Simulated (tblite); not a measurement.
C₈H₁₁F.
Geometry (GFN2-xTB, Å), atoms numbered from 1 in this order:
```xyz
20
C8H11F angstrom
C      4.032   -0.071   -0.577
C      2.817   -0.162   -0.145
C      1.590   -0.243    0.272
C      0.408    0.199   -0.527
C     -0.611    1.124    0.174
C     -1.760    0.234   -0.337
C     -2.830   -0.171    0.659
C     -0.722   -0.831   -0.720
F     -0.840   -1.341   -1.989
H      4.636    0.805   -0.400
H      4.500   -0.871   -1.129
H      1.374   -0.653    1.251
H      0.726    0.594   -1.493
H     -0.517    1.092    1.258
H     -0.617    2.161   -0.153
H     -2.217    0.646   -1.238
H     -2.379   -0.597    1.552
H     -3.496   -0.911    0.219
H     -3.420    0.695    0.950
H     -0.677   -1.688   -0.042
```

Computed with GFN2-xTB (tblite): harmonic, unscaled wavenumbers at the GFN2-xTB geometry, gas phase. Errors from tens to a few hundred cm⁻¹ against measured bands are possible. One conformer, not necessarily the lowest.

Harmonic wavenumbers (cm⁻¹): 35.4, 48.8, 135.5, 193.8, 220.5, 245.1, 299.9, 316.4, 353.0, 407.9, 453.8, 514.0, 578.1, 643.2, 846.0, 854.0, 859.0, 898.8, 950.9, 956.8, 969.7, 1036.6, 1057.5, 1081.5, 1090.7, 1113.4, 1138.3, 1154.7, 1176.8, 1194.7, 1214.0, 1220.6, 1235.9, 1257.4, 1303.6, 1332.8, 1351.4, 1409.6, 1445.9, 1476.2, 1495.0, 1497.7, 2094.7, 2939.3, 2981.3, 2991.7, 3010.5, 3022.6, 3027.7, 3030.2, 3034.0, 3038.1, 3075.2, 3081.5.

A = 3239, B = 857.0, C = 738.8 MHz; mass 126.084 u (most abundant isotopes); point group C1, symmetry number 1.

Problem. What is the zero-point energy?

Solution. Half the sum of the wavenumbers: 36196 cm⁻¹ = 433.00 kJ/mol.

Problem. Entropy at 298.15 K, 1 bar (ideal gas, RRHO, classical rotation)?

Solution. Translation 169.18, rotation 123.18, vibration 117.39: S = 409.7 J/(mol K).

Problem. And Cp and H(298.15 K) − H(0)?

Solution. Cp = 157.60 J/(mol K), of which vibrations give 124.34 (their classical limit is 54 R = 449.0); H(298.15 K) − H(0) = 28.14 kJ/mol without the zero-point energy, 18.22 from vibrations.

Problem. What must be added to the electronic energy to get the Gibbs energy at 298.15 K and 1 bar?

Solution. ZPE + [H(298.15 K) − H(0)] − T·S = 433.00 + 28.14 − 122.17 = 338.97 kJ/mol.

Problem. Blend soft modes into free rotors: weight 1/[1 + (100 cm⁻¹/ν̃)⁴] for the oscillator and the rest for a rotor with moment μB/(μ + B), μ = h/(8π²ν), B = 10⁻⁴⁴ kg m². What vibrational entropy results?

Solution. 105.41 J/(mol K) in place of 117.39, which changes −T·S at 298.15 K by +3.57 kJ/mol.

Hindered rotation and anharmonicity are outside this model. Other conformers, if any are populated, would add a mixing term that is left out. The structure is chiral; the term R ln 2 for an equal mix with its mirror image is left out.
